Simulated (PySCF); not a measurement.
Predicted microwave data (PySCF, PBE0-D3(BJ)/def2-SVP geometry optimisation, gas phase) for one isomer of C2H9BN2:

| Quantity | Value |
| --- | --- |
| Rotational constants | A = 7533, B = 3588, C = 2507 MHz |
| Dipole components | \|μa\| = 0.17 D, \|μb\| = 1.26 D, \|μc\| = 0.03 D |
| Inertial defect | -6.35 u·Å² |
| κ | -0.57 |

**Question.** Which candidate fits, each taken in the one conformer that was computed?
A. `[H]/[N:5]=[CH:4]\[CH2:3][NH2+:2][BH3-:1]` with B1–N2–C3–C4 180°, N2–C3–C4–N5 179°
B. `[CH3:1][NH:2][B:3]([CH3:4])[NH2:5]` with C1–N2–B3–C4 -1°
C. `CN(C)BN`

**Answer.** B. It is CNB(C)N, an asymmetric top. The candidates at the same level (rigid rotor, commonest isotopes):

```json
{"SMILES": "CNB(C)N", "A (MHz)": "7533", "B (MHz)": "3588", "C (MHz)": "2507", "μa (D)": "0.17", "μb (D)": "1.26", "μc (D)": "0.03", "Δ (u·Å²)": "-6.35", "point group": "near Cs", "rotor": "asymmetric top"}
{"SMILES": "[H]/N=C\\C[NH2+][BH3-]", "A (MHz)": "21504", "B (MHz)": "2101", "C (MHz)": "1989", "μa (D)": "2.94", "μb (D)": "1.56", "μc (D)": "0.00", "Δ (u·Å²)": "-10.02", "point group": "Cs", "rotor": "near-prolate asymmetric top"}
{"SMILES": "CN(C)BN", "A (MHz)": "8799", "B (MHz)": "3583", "C (MHz)": "2631", "μa (D)": "0.37", "μb (D)": "1.32", "μc (D)": "0.00", "Δ (u·Å²)": "-6.39", "point group": "Cs", "rotor": "asymmetric top"}
```

`CN(C)BN` has A 17 % too high; `[H]/N=C\C[NH2+][BH3-]` has A 185 % too high. No structure here is proved a minimum.
